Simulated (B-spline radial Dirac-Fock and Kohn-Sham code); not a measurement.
## How the levels of promethium move as electrons are removed

Calculated with a radial finite-basis atomic code, using Dirac-Fock ΔSCF + Breit + QED. Each ion is free and in its tabulated ground configuration. No correlation.

Reference: Pm³⁸⁺, [Ar] 3d5, with K (1s) 47151.3 eV, L1 (2s) 9340.4 eV, M2 (3p1/2) 3157.1 eV, M3 (3p3/2) 3028.3 eV, M4,5 (3d) 2767.3 eV, Kα1 (K-L3) 38775.8 eV, Kβ1 (K-M3) 44122.9 eV, Lℓ (L3-M1) 5049.7 eV. Shifts from it, in eV (a dash: the subshell is empty, belongs to an open shell averaged over j, or its hole state is left out as unreliable):

```tsv
ion	configuration	K (1s)	L1 (2s)	M2 (3p1/2)	M3 (3p3/2)	M4,5 (3d)	Kα1	Kβ1	Lℓ
Pm³⁹⁺	[Ar] 3d4	+134.4	+129.4	+97.6	+95.6	+105.9	+4.22	+38.84	+33.98
Pm⁴⁰⁺	[Ar] 3d3	+271.3	+260.8	+196.5	+192.4	+213.4	+8.73	+78.84	+68.89
Pm⁴¹⁺	[Ar] 3d2	+410.5	+394.2	+296.7	+290.5	+322.4	+13.56	+119.98	+104.72
Pm⁴²⁺	[Ar] 3d1	?	?	?	?	?	?	?	?
```

Question: Give the missing shifts for Pm⁴²⁺.

Answer: K (1s) +552.1, L1 (2s) +529.6, M2 (3p1/2) +398.1, M3 (3p3/2) +389.9, M4,5 (3d) +432.9, Kα1 +18.70, Kβ1 +162.28, Lℓ +141.46 (eV).

Over this range K (1s) moves by +552.1 eV and Kα1 by +18.7 eV: a line is a difference of two levels that shift in the same direction.
